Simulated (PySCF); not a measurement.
**Which determinant of GaBr lies lowest?**

Unrestricted PBE0; Ga cc-pVTZ-PP with ECP10, Br cc-pVTZ-PP with ECP10; scalar-relativistic core potentials (PySCF 2.14). Outer shells of the fragments: Ga 3d10 4s2 4p1; Br 3d10 4s2 4p5.

Followed along the bond (rough minima from three points):

```csv
2Ms+1,unpaired,⟨S²⟩ at the start,R at minimum (Å),Te (eV)
1,none,0.00,2.38,0.00
3,"σ ↑, π ↑",2.00,2.34,3.41
```

Solutions found at the starting distance of 2.320 Å, counted from the lowest of them; the search is not exhaustive and high or unbound solutions are not listed, so other states can lie among these:

```json
{"2Ms+1": "1", "unpaired": "none", "term": "¹Σ⁺", "E (eV)": "0.00", "⟨S²⟩": "0.00", "⟨Lz²⟩": "0.00", "μ (D)": "-2.19"}
{"2Ms+1": "3", "unpaired": "σ ↑, π ↑", "term": "³Π", "E (eV)": "3.39", "⟨S²⟩": "2.00", "⟨Lz²⟩": "1.00", "μ (D)": "-1.17"}
{"2Ms+1": "1", "unpaired": "σ ↓, π ↑", "term": "mixed", "E (eV)": "3.88", "⟨S²⟩": "1.01", "⟨Lz²⟩": "1.01", "μ (D)": "-0.70"}
{"2Ms+1": "3", "unpaired": "π ↑↑", "term": "mixed", "E (eV)": "5.31", "⟨S²⟩": "2.01", "⟨Lz²⟩": "2.01", "μ (D)": "3.24"}
{"2Ms+1": "3", "unpaired": "π ↑↑", "term": "mixed", "E (eV)": "5.49", "⟨S²⟩": "2.01", "⟨Lz²⟩": "2.01", "μ (D)": "3.32"}
{"2Ms+1": "3", "unpaired": "σ ↑↑", "term": "³Σ⁺", "E (eV)": "5.60", "⟨S²⟩": "2.00", "⟨Lz²⟩": "0.00", "μ (D)": "0.26"}
```

A term symbol is given only where ⟨S²⟩ and ⟨Lz²⟩ are close to those of a pure state; real π, δ and φ orbitals otherwise mix terms. A positive dipole means Ga(−)Br(+).

Counting both spins, an empty level lies below a filled one in some of these solutions, because spin and occupation are held.
